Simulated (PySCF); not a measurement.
A calculated (PBEsol, PySCF 2.14, x2c-TZVPPall, scalar relativity by spin-free X2C-1e) atom or ion has these occupied shells.

| shell | electrons | orbital energy (eV) | rms radius, mean of both spins (bohr) |
| --- | --- | --- | --- |
| 1s α | 1 | -53511.4 | 0.0240 |
| 1s β | 1 | -53511.4 | 0.0240 |
| 2s α | 1 | -8932.8 | 0.0971 |
| 2s β | 1 | -8932.7 | 0.0971 |
| 2p α | 3 | -7947.2 | 0.0874 |
| 2p β | 3 | -7947.1 | 0.0874 |
| 3s α | 1 | -2009.6 | 0.251 |
| 3s β | 1 | -2007.5 | 0.251 |
| 3p α | 3 | -1705.6 | 0.251 |
| 3p β | 3 | -1703.5 | 0.251 |
| 3d α | 5 | -1306.0 | 0.230 |
| 3d β | 5 | -1304.4 | 0.230 |
| 4s α | 1 | -419.06 | 0.563 |
| 4s β | 1 | -414.45 | 0.563 |
| 4p α | 3 | -318.44 | 0.598 |
| 4p β | 3 | -313.89 | 0.598 |
| 4d α | 5 | -179.38 | 0.655 |
| 4d β | 5 | -174.89 | 0.655 |
| 5s α | 1 | -71.581 | 1.36 |
| 5s β | 1 | -69.313 | 1.36 |
| 5p α | 3 | -46.923 | 1.58 |
| 5p β | 3 | -45.229 | 1.58 |
| 4f α | 7 | -28.794 | 0.915 |
| 4f β | 2 | -25.049 | 0.915 |
| 6p α | 1 | -13.167 | 4.10 |

Task: Name the element and its charge.

Result: Dy²⁺ (dysprosium, charge +2), in [Xe] 4f9 6p1, one real determinant (an excited configuration).
